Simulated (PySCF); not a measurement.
PySCF input file for FH₆NOSi₂, SMILES N[SiH2]O[SiH2]F, TDDFT-PBE/def2-SVPD. Coordinates come from a PBE0-D3(BJ)/def2-SVP optimisation. The structure was generated by enumeration, and PubChem lists no compound with its InChIKey, so it may never have been made. Other conformers were not sampled.

```python
import numpy as np
from pyscf import gto, scf, dft, tdscf

mol = gto.M(
    atom='''
    Si    1.29412159   -0.77108394    0.73884674
    F     2.58522207    0.09821822    0.28658867
    O    -0.00505694   -0.33109561   -0.15068421
    Si   -1.19379463    0.81666543   -0.42235038
    N    -2.71806717    0.15636302   -0.83540799
    H     1.06720113   -0.48741829    2.18146924
    H     1.59900103   -2.19826460    0.47473116
    H    -0.73697926    1.65584176   -1.56113513
    H    -1.35621642    1.59254603    0.84038772
    H    -2.87867166   -0.23764663   -1.75524917
    H    -3.29898518   -0.29293929   -0.13712125
    ''',
    basis='def2-SVPD',
    charge=0,
    spin=0,
    max_memory=1600,
    verbose=4,
)
mf = dft.RKS(mol, xc='pbe').density_fit(auxbasis='def2-universal-jkfit')
mf.grids.level = 3
mf.conv_tol = 1e-9
mf.max_cycle = 100
mf.kernel()
mf.grids = dft.Grids(mol).set(level=1).build(with_non0tab=True)  # coarser grid for the response kernel
td = tdscf.TDDFT(mf)
td.singlet = True
td.nstates = 10
td.conv_tol = 1e-4
td.positive_eig_threshold = 1e-6
td.kernel(x0=td.get_init_guess(mf, 15))
td.analyze()
tt = tdscf.TDA(mf)
tt.singlet = False
tt.nstates = 4
tt.conv_tol = 1e-4
tt.positive_eig_threshold = 1e-6
tt.kernel(x0=tt.get_init_guess(mf, 9))
tt.analyze(verbose=3)
```

It prints:

```
PySCF version 2.14.0

[INPUT] verbose = 4
[INPUT] num. atoms = 11
[INPUT] num. electrons = 58
[INPUT] charge = 0
[INPUT] spin (= nelec alpha-beta = 2S) = 0
[INPUT] symmetry False subgroup None
[INPUT] Mole.unit = angstrom
[INPUT] Symbol           X                Y                Z      unit          X                Y                Z       unit  Magmom
[INPUT]  1 Si     1.294121590000  -0.771083940000   0.738846740000 AA    2.445535376987  -1.457137465651   1.396217986628 Bohr   0.0
[INPUT]  2 F      2.585222070000   0.098218220000   0.286588670000 AA    4.885361683481   0.185605536242   0.541574096703 Bohr   0.0
[INPUT]  3 O     -0.005056940000  -0.331095610000  -0.150684210000 AA   -0.009556231628  -0.625680023946  -0.284751888196 Bohr   0.0
[INPUT]  4 Si    -1.193794630000   0.816665430000  -0.422350380000 AA   -2.255944899676   1.543273998100  -0.798126546806 Bohr   0.0
[INPUT]  5 N     -2.718067170000   0.156363020000  -0.835407990000 AA   -5.136402539472   0.295483283810  -1.578692303373 Bohr   0.0
[INPUT]  6 H      1.067201130000  -0.487418290000   2.181469240000 AA    2.016717855526  -0.921087076204   4.122379412763 Bohr   0.0
[INPUT]  7 H      1.599001030000  -2.198264600000   0.474731160000 AA    3.021674019597  -4.154118043327   0.897111875197 Bohr   0.0
[INPUT]  8 H     -0.736979260000   1.655841760000  -1.561135130000 AA   -1.392688960885   3.129087432018  -2.950117839137 Bohr   0.0
[INPUT]  9 H     -1.356216420000   1.592546030000   0.840387720000 AA   -2.562877599438   3.009475837463   1.588102629248 Bohr   0.0
[INPUT] 10 H     -2.878671660000  -0.237646630000  -1.755249170000 AA   -5.439901039947  -0.449087045126  -3.316940211670 Bohr   0.0
[INPUT] 11 H     -3.298985180000  -0.292939290000  -0.137121250000 AA   -6.234178479199  -0.553575029225  -0.259121608358 Bohr   0.0

nuclear repulsion = 303.309700250877
number of shells = 70
number of NR pGTOs = 240
number of NR cGTOs = 162
basis = def2-SVPD
ecp = {}


******** <class 'pyscf.df.df_jk.DFRKS'> ********
method = DFRKS
initial guess = minao
damping factor = 0
level_shift factor = 0
DIIS = <class 'pyscf.scf.diis.CDIIS'>
diis_start_cycle = 1
diis_space = 8
diis_damp = 0
SCF conv_tol = 1e-09
SCF conv_tol_grad = None
SCF max_cycles = 100
direct_scf = False
XC library pyscf.dft.libxc version 7.1.2
    S. Lehtola, C. Steigemann, M. J. T. Oliveira, and M. A. L. Marques,  SoftwareX 7, 1–5 (2018)
XC functionals = pbe
    J. P. Perdew, K. Burke, and M. Ernzerhof,  Phys. Rev. Lett. 77, 3865 (1996)
    J. P. Perdew, K. Burke, and M. Ernzerhof,  Phys. Rev. Lett. 78, 1396 (1997)
    J. P. Perdew, K. Burke, and M. Ernzerhof,  Phys. Rev. Lett. 77, 3865 (1996)
    J. P. Perdew, K. Burke, and M. Ernzerhof,  Phys. Rev. Lett. 78, 1396 (1997)
radial grids:
    Treutler-Ahlrichs [JCP 102, 346 (1995); DOI:10.1063/1.469408] (M4) radial grids

becke partition: Becke, JCP 88, 2547 (1988); DOI:10.1063/1.454033
pruning grids: <function nwchem_prune>
grids dens level: 3
symmetrized grids: False
atomic radii adjust function: <function treutler_atomic_radii_adjust>
small_rho_cutoff = 0
Set gradient conv threshold to 3.16228e-05
Initial guess from minao.
tot grids = 139456
init E= -811.87677318297
  HOMO = -0.325099900370678  LUMO = -0.0517658030362567  gap/eV = 7.43780
cycle= 1 E= -811.494495573201  delta_E= 0.382  |g|= 1.02  |ddm|= 4.39
  HOMO = -0.118732513018161  LUMO = 0.00112356071213959  gap/eV = 3.26145
cycle= 2 E= -810.588095239292  delta_E= 0.906  |g|= 2.32  |ddm|= 3.71
  HOMO = -0.24118998602173  LUMO = -0.0242300087885345  gap/eV = 5.90378
cycle= 3 E= -811.677515812518  delta_E= -1.09  |g|= 0.242  |ddm|= 2.73
  HOMO = -0.257428890687772  LUMO = -0.020691476684739  gap/eV = 6.44195
cycle= 4 E= -811.685722552179  delta_E= -0.00821  |g|= 0.171  |ddm|= 0.508
  HOMO = -0.240794485701975  LUMO = -0.0186930009293369  gap/eV = 6.04369
cycle= 5 E= -811.691317920814  delta_E= -0.0056  |g|= 0.0261  |ddm|= 0.19
  HOMO = -0.242648352218873  LUMO = -0.0196553349172404  gap/eV = 6.06795
cycle= 6 E= -811.691502841905  delta_E= -0.000185  |g|= 0.0076  |ddm|= 0.0535
  HOMO = -0.243528848988815  LUMO = -0.0197083023833242  gap/eV = 6.09047
cycle= 7 E= -811.691513524264  delta_E= -1.07e-05  |g|= 0.00287  |ddm|= 0.0125
  HOMO = -0.243256599266622  LUMO = -0.0196224863427243  gap/eV = 6.08539
cycle= 8 E= -811.691515125198  delta_E= -1.6e-06  |g|= 0.000543  |ddm|= 0.00343
  HOMO = -0.243288245878354  LUMO = -0.0196478831585076  gap/eV = 6.08556
cycle= 9 E= -811.69151520015  delta_E= -7.5e-08  |g|= 9.77e-05  |ddm|= 0.000859
  HOMO = -0.243286709368444  LUMO = -0.0196502594816086  gap/eV = 6.08546
cycle= 10 E= -811.691515202646  delta_E= -2.5e-09  |g|= 2.56e-05  |ddm|= 0.00021
  HOMO = -0.243290626514402  LUMO = -0.019651316123821  gap/eV = 6.08554
cycle= 11 E= -811.691515202828  delta_E= -1.82e-10  |g|= 7.67e-06  |ddm|= 6.62e-05
  HOMO = -0.2432891300491  LUMO = -0.0196507063037328  gap/eV = 6.08551
Extra cycle  E= -811.691515202818  delta_E= 1.05e-11  |g|= 1.05e-05  |ddm|= 2.67e-05
converged SCF energy = -811.691515202818
tot grids = 43256
Overwritten attributes  positive_eig_threshold  of <class 'pyscf.tdscf.rks.CasidaTDDFT'>


******** <class 'pyscf.tdscf.rks.CasidaTDDFT'> for <class 'pyscf.df.df_jk.DFRKS'> ********
nstates = 10 singlet
deg_eia_thresh = 1.000e-03
wfnsym = None
conv_tol = 0.0001
eigh lindep = 1e-12
eigh level_shift = 0
eigh max_cycle = 100


Excitation energies (eV)
[6.23316065 6.39095913 6.63012904 6.88995133 7.14213138 7.18982927
 7.29577704 7.44913664 7.54106035 7.62587198]

** Singlet excitation energies and oscillator strengths **
Excited State   1:      6.23316 eV    198.91 nm  f=0.0404
      29 -> 30       -0.68601
      29 -> 31        0.14787
Excited State   2:      6.39096 eV    194.00 nm  f=0.0194
      29 -> 30        0.12896
      29 -> 31        0.65393
      29 -> 32        0.23181
Excited State   3:      6.63013 eV    187.00 nm  f=0.0289
      29 -> 31        0.21578
      29 -> 32       -0.65770
Excited State   4:      6.88995 eV    179.95 nm  f=0.0061
      28 -> 30        0.70349
Excited State   5:      7.14213 eV    173.60 nm  f=0.0082
      29 -> 33       -0.69596
Excited State   6:      7.18983 eV    172.44 nm  f=0.0121
      28 -> 31       -0.70063
Excited State   7:      7.29578 eV    169.94 nm  f=0.0035
      28 -> 32       -0.70144
Excited State   8:      7.44914 eV    166.44 nm  f=0.0070
      27 -> 30        0.67879
      29 -> 34       -0.17019
Excited State   9:      7.54106 eV    164.41 nm  f=0.0105
      27 -> 30       -0.16085
      29 -> 34       -0.64362
      29 -> 35        0.12437
      29 -> 36       -0.13279
Excited State  10:      7.62587 eV    162.58 nm  f=0.0123
      29 -> 34       -0.11018
      29 -> 35       -0.69029

** Transition electric dipole moments (AU) **
state          X           Y           Z        Dip. S.      Osc.
  1         0.3904     -0.3142      0.1147      0.2643      0.0404
  2        -0.3148      0.1298     -0.0883      0.1238      0.0194
  3        -0.3455     -0.2053     -0.1282      0.1780      0.0289
  4         0.1838     -0.0277     -0.0391      0.0361      0.0061
  5        -0.1915      0.0976     -0.0295      0.0471      0.0082
  6         0.1822      0.0112      0.1888      0.0690      0.0121
  7        -0.0382      0.0053      0.1349      0.0197      0.0035
  8         0.1526      0.0482      0.1130      0.0384      0.0070
  9        -0.0790     -0.2215     -0.0406      0.0570      0.0105
 10        -0.0366     -0.2523     -0.0280      0.0658      0.0123

** Transition velocity dipole moments (imaginary part, AU) **
state          X           Y           Z        Dip. S.      Osc.
  1         0.0948     -0.0774      0.0278      0.0158      0.0458
  2        -0.0753      0.0315     -0.0212      0.0071      0.0202
  3        -0.0840     -0.0481     -0.0332      0.0105      0.0287
  4         0.0491     -0.0098     -0.0179      0.0028      0.0074
  5        -0.0548      0.0280     -0.0106      0.0039      0.0099
  6         0.0466      0.0069      0.0585      0.0056      0.0142
  7        -0.0095     -0.0003      0.0334      0.0012      0.0030
  8         0.0411      0.0093      0.0356      0.0030      0.0074
  9        -0.0214     -0.0646     -0.0094      0.0047      0.0113
 10        -0.0121     -0.0758     -0.0091      0.0060      0.0142

** Transition magnetic dipole moments (imaginary part, AU) **
state          X           Y           Z
  1         0.1003     -0.0201     -0.5069
  2         0.0027     -0.0771      0.1009
  3         0.1629      0.0411     -0.4511
  4         0.5441     -0.3695      0.3950
  5         0.0138     -0.2025     -0.0830
  6         0.7740     -0.3290      0.1750
  7        -0.0843     -0.0423      0.2632
  8        -0.9126     -0.1849      0.0405
  9         0.5083      0.2021     -0.5739
 10         0.2777     -0.0038     -0.5379
Overwritten attributes  positive_eig_threshold  of <class 'pyscf.tdscf.rks.TDA'>


******** <class 'pyscf.tdscf.rks.TDA'> for <class 'pyscf.df.df_jk.DFRKS'> ********
nstates = 4 triplet
deg_eia_thresh = 1.000e-03
wfnsym = None
conv_tol = 0.0001
eigh lindep = 1e-12
eigh level_shift = 0
eigh max_cycle = 100


Excitation energies (eV)
[5.91088647 6.26623862 6.36294556 6.72429697]

** Triplet excitation energies and oscillator strengths **
Excited State   1:      5.91089 eV    209.76 nm  f=0.0000
Excited State   2:      6.26624 eV    197.86 nm  f=0.0000
Excited State   3:      6.36295 eV    194.85 nm  f=0.0000
Excited State   4:      6.72430 eV    184.38 nm  f=0.0000
```

The run converged.
